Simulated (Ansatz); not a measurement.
`[OH][GeH2][SH]` + H₂Te → `[OH][GeH2][TeH]` + H₂S at 600 K and 1 bar (ligand exchange at a Ge–S bond).

Computed with Ansatz on PBE0-D4/def2-TZVP structures; ΔE is electronic, products minus reactants. CCSD(T)/CBS is the MP2 limit (def2-TZVPP, def2-QZVPP) plus CCSD(T) − MP2 in def2-TZVPP, frozen cores. This one scheme is used for every species. def2 core potentials past Kr. For Ge, Te outer-core shells are correlated without core-valence functions, which leaves a few kJ/mol of doubt a bond. Scalar relativity is left out up to krypton. Each species was taken in one conformer, which may not be the lowest.

```csv
species,CCSD(T)/CBS energy (Eh),H − E (kJ/mol),S (J/(mol·K))
`[OH][GeH2][SH]`,-2551.50958,150.4,384.0
H₂Te,-268.91024,52.9,255.0
`[OH][GeH2][TeH]`,-2421.45317,145.9,415.1
H₂S,-398.97279,60.8,230.9
```

H − E and S are ideal-gas, rigid-rotor, harmonic terms from PBE0-D4/def2-TZVP, for one conformer and one mirror image of each species. 1 Eh = 2625.50 kJ/mol, R = 8.31446 J/(mol·K).

**Question.** By hand: ΔE, ΔH, ΔS and ΔG.

**Answer.** ΔE = (-2421.45317) + (-398.97279) − (-2551.50958) − (-268.91024) = -0.00614 Eh = -16.1 kJ/mol. Δ(H − E) = 145.9 + 60.8 − 150.4 − 52.9 = 3.4, so ΔH = -12.7 kJ/mol. ΔS = 415.1 + 230.9 − 384.0 − 255.0 = 7.0 J/(mol·K). ΔG = -12.7 − 600 × (7.0)/1000 = -16.9 kJ/mol.

**Question.** By hand: the equilibrium constant, and the temperature at which ΔG would vanish if ΔH and ΔS stayed fixed.

**Answer.** log₁₀ K = −ΔG/(RT ln 10) = 1.5. ΔH and −TΔS have one sign here, so there is no such temperature.

The number of gas molecules stays the same, so ΔS is small and ΔH decides. A doubt of 5 kJ/mol in ΔE shifts log₁₀ K by 0.4 here. Other conformers and mirror images would add mixing entropy, several J/(mol·K) or more a flexible species. These are equilibria of isolated gas molecules and say nothing of rates. Largest T1 diagnostic: 0.012 (customary marks: 0.02 for closed shells, 0.045 for open ones).

ΔS is within the doubt of such terms, so its sign, and with it that verdict, could turn.
